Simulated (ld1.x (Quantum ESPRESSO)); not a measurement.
# Reading a pseudo-wave (Li (Z = 3))

Columns: radius, all-electron u(r) and pseudo u(r) of the 2s shell (level -2.87 eV) of lithium in the configuration [He] 2s1 2p0; PBE, scalar-relativistic, TM scheme, ld1.x (Quantum ESPRESSO) 7.5.

| r (bohr) | all-electron | pseudo |
| --- | --- | --- |
| 0.210 | 0.1781 | -0.0381 |
| 0.420 | 0.1710 | -0.0767 |
| 0.630 | 0.0946 | -0.1161 |
| 0.840 | -0.0029 | -0.1568 |
| 1.050 | -0.1009 | -0.1990 |
| 1.260 | -0.1906 | -0.2429 |
| 1.470 | -0.2685 | -0.2881 |
| 1.680 | -0.3335 | -0.3337 |
| 1.890 | -0.3872 | -0.3782 |
| 2.100 | -0.4314 | -0.4196 |
| 2.310 | -0.4659 | -0.4557 |
| 2.520 | -0.4910 | -0.4843 |
| 2.730 | -0.5077 | -0.5044 |
| 2.940 | -0.5168 | -0.5157 |
| 3.150 | -0.5193 | -0.5191 |
| 3.360 | -0.5162 | -0.5162 |
| 3.570 | -0.5081 | -0.5081 |
| 3.780 | -0.4962 | -0.4962 |
| 3.990 | -0.4810 | -0.4810 |
| 4.200 | -0.4634 | -0.4634 |
| 4.410 | -0.4439 | -0.4439 |
| 4.620 | -0.4233 | -0.4233 |
| 4.830 | -0.4019 | -0.4019 |
| 5.040 | -0.3803 | -0.3803 |
| 5.250 | -0.3587 | -0.3587 |
| 5.460 | -0.3374 | -0.3374 |

Q: How many radial nodes do the two functions have?

A: The all-electron 2s function has n − l − 1 = 1; the pseudo-wave has 0, since the states of the same l below it are removed with the core.

Q: At about which radius was the pseudo-wave matched?

A: 3.55 bohr. The columns agree to 0.0005 from 3.15 bohr on; several derivatives are matched, so the curves merge somewhat inside the radius.

Q: Where does each function peak?

A: Outermost all-electron maximum near 3.15 bohr, pseudo maximum near 3.15 bohr (to the table’s step).

Q: Is the pseudo-wave norm-conserving?

A: Yes: the TM scheme keeps the norm inside the radius equal to the all-electron one, which fixes the energy derivative of the logarithmic derivative at the level.
